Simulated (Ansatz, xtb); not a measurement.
## C4H2ClFSe: 6 structures ranked

6 gas-phase structures of C4H2ClFSe, from a drawn sample of its isomers (lower ones may exist). Each was relaxed with GFN2-xTB:

A. `Fc1c[se]c(Cl)c1`, a singlet
B. `Fc1ccc(Cl)[se]1`, a singlet
C. `Fc1[se]ccc1Cl`, a singlet
D. `Fc1cc[se]c1Cl`, a singlet
E. `Fc1c[se]cc1Cl`, a singlet
F. `Fc1cc(Cl)c[se]1`, a singlet

**Question.** Which do you expect lowest at r2SCAN-D4/def2-SVP, and how would the others follow?

**Answer.** Calculated order at r2SCAN-D4/def2-SVP: E (0.0), A (2.5), D (8.7), F (10.1), C (17.7), B (17.9) kJ/mol. Less than 1 kcal/mol parts E and A; D and F; C and B, so the order within those pairs means little.

Energies above the lowest of each column, in kJ/mol; the last columns are at B3LYP-D3(BJ)/def2-SVP geometries:

| structure | GFN2-xTB | HF/STO-3G | r2SCAN-D4/def2-SVP | B3LYP-D3(BJ)/def2-SVP | CCSD(T)/def2-SVP + ΔMP2/def2-TZVPP |
| --- | --- | --- | --- | --- | --- |
| E | 0.9 | 5.1 | 0.0 | 0.0 | 0.0 |
| A | 2.6 | 11.0 | 2.5 | 1.7 | 3.8 |
| D | 10.7 | 13.5 | 8.7 | 8.1 | 9.4 |
| F | 0.0 | 0.0 | 10.1 | 9.1 | 11.1 |
| C | 8.8 | 4.3 | 17.7 | 16.6 | 17.6 |
| B | 8.7 | 8.8 | 17.9 | 16.2 | 20.3 |

CCSD(T)/def2-SVP + ΔMP2/def2-TZVPP puts E lowest, with A within 1 kcal/mol; HF/STO-3G picks F. ΔMP2 is the change of the MP2 energy from the smaller to the larger basis.

Over these structures GFN2-xTB departs from r2SCAN-D4/def2-SVP by 5.2 kJ/mol on average once a common shift is removed. A GFN2-xTB relaxation took about 0.3 s and the r2SCAN-D4/def2-SVP energy about 7.4 s on a shared host (Ansatz 0.2.0, xtb 6.7.1).
